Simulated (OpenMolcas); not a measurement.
## Rh+: effect of the active space

```
Program             : OpenMolcas 26.06
Method              : SS-CASPT2, IPEA 0.25 Eh, imaginary shift 0.1 Eh
Basis               : ANO-R1
Scalar Hamiltonian  : X2C, finite nucleus
Spin-orbit coupling : RASSI with atomic mean-field integrals over the reference wave functions, term energies averaged over their components
```

A. 8 electrons in 5 orbitals (4d); 2S+1 = 3 even, 10 roots; 2S+1 = 1 even, 15 roots; closed shells correlated: 4s 4p; CASPT2 step of the order of 4 core-seconds
B. 8 electrons in 6 orbitals (4d 5s); 2S+1 = 3 even, 55 roots; 2S+1 = 5 even, 10 roots kept (CI in the orbitals of an earlier block); 2S+1 = 1 even, 43 roots kept (CI in the orbitals of an earlier block); closed shells correlated: 4s 4p; CASPT2 step roughly 40 core-seconds

Energies in cm⁻¹ above 4d⁸ ³F₄, the measured ground level; measured values from NIST Handbook of Basic Atomic Spectroscopic Data.

```tsv
Level	A	B	Measured
4d⁸ ³F₄	0.0	0.0	0.0
4d⁸ ³F₃	2390	2550	2401
4d⁸ ³F₂	3600	3770	3581
4d⁸ ³P₁	13210	11770	10515
4d⁸ ³P₀	13450	12050	10761
4d⁸ ¹G₄	16890	16440	14855
```

Deviations, from unrounded energies. A percentage is the sum of absolute deviations over the sum of measured energies, with the sign that they share, or ± where signs differ.

```
                        Against measurement  Levels      A      B
             mean absolute deviation (cm-1)       5   1500    890
      fine structure of the ground term (%)       2   ±0.6   +5.7
other terms of the ground configuration (%)       3  +20.5  +11.4
```

B lies closest to measurement on these levels. The largest miss of B in the table is 4d⁸ ¹G₄, by +1600 cm-1. The ranking rests on the paired levels alone, and a cruder setting can come out closer through cancelling errors.

Between A and B the level of the table that moves most is 4d⁸ ³P₁, by 1400 cm-1 (lowest in B, highest in A). Moves below CASPT2's spread within the term are not significant.

Term energies are means over components that CASPT2 splits; among the terms shown or strongly mixed into the levels shown the widest spread is 560 cm-1 (4d⁸ ³F, B). Configurations with an s electron lie low at this charge and mix in, so terms can be misplaced (holds for A). Some terms miss by over 15 % even with CASPT2, which points to a basis or an active space too small for the shells correlated (holds for A). Terms from blocks run as CI alone lack orbitals of their own (holds for B). Measured partners are found by configuration, term and J. A level has none where our copy of the source lacks it or the pairing is in doubt (some pairs that miss far off the trend of their configuration count as doubtful), and it then counts in no deviation. Levels of configurations outside the active space are missing. The table leaves out levels that lie high or whose names do not pair safely across all columns.
